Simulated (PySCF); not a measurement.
**DyCl3(NH3) at several levels of theory**

Computed with PySCF 2.14.0 (density fitting, no spin-orbit coupling) at the geometry relaxed with PBE:

```xyz
8
DyCl3(NH3) (singlet in the valence; each metal's 4f electrons, 9 of them, lie in its core potential, out of spins and levels)
Dy    0.0276   -0.0276    0.0276
Cl    1.1806    1.8655    1.1806
Cl   -1.8655   -1.1806    1.1806
Cl    1.1806   -1.1806   -1.8655
N    -1.3954    1.3954   -1.3954
H    -2.0115    2.0115   -0.8434
H    -0.8434    2.0115   -2.0115
H    -2.0115    0.8434   -2.0115
```

```
level                                                           basis    state  HOMO (eV)  gap (eV)  charge on Dy1 (e)  population of f-type functions on Dy1 (polarisation alone where 4f lies in the core)  dipole about the centre of mass (D)  largest force component (eV/Å)
  PBE  Dy lcecp-1-SVP with ECP55, Cl def2-SVP, N def2-SVP, H def2-SVP  singlet      -6.98      5.20               0.62                                                                                  0.04                                 5.52                            0.00
B3LYP                                                        the same  singlet      -8.03      6.66               0.72                                                                                  0.04                                 5.53                            0.22
 BLYP                                                        the same  singlet      -6.73      4.98               0.57                                                                                  0.04                                 5.48                            0.16
 TPSS                                                        the same  singlet      -7.15      5.59               0.77                                                                                  0.04                                 5.52                            0.07
```

In the lcecp rows the 4f levels are missing from HOMO and gap, and the state counts the valence alone.

Charges are Mulliken's, which hang on the basis. The relaxation used the grid (50, 194), these runs (75, 302) or, all-electron (x2c bases, spin-free X2C Hamiltonian), (99, 590).

Question: What does HF with Dy lcecp-1-SVP with ECP55, Cl def2-SVP, N def2-SVP, H def2-SVP give here?

Answer: state singlet, HOMO (eV) -11.64, gap (eV) 12.74, charge on Dy1 (e) 1.23, population of f-type functions on Dy1 (polarisation alone where 4f lies in the core) 0.05, dipole about the centre of mass (D) 5.64, largest force component (eV/Å) 0.77. Time: 8.9 s on 2 threads of Intel(R) Xeon(R) Processor @ 2.50GHz (Skylake/Cascade Lake), with other jobs on the host, from an already converged density.

In the first row's basis the gap widens with exact exchange: 5.0 to 5.6 eV for BLYP, PBE, TPSS (none); 6.7 eV for B3LYP (a fixed share); 12.7 eV for Hartree–Fock (rising or full at long range).

An lcecp potential fixes the number of 4f electrons, so in runs with it no electron can move into or out of that shell.
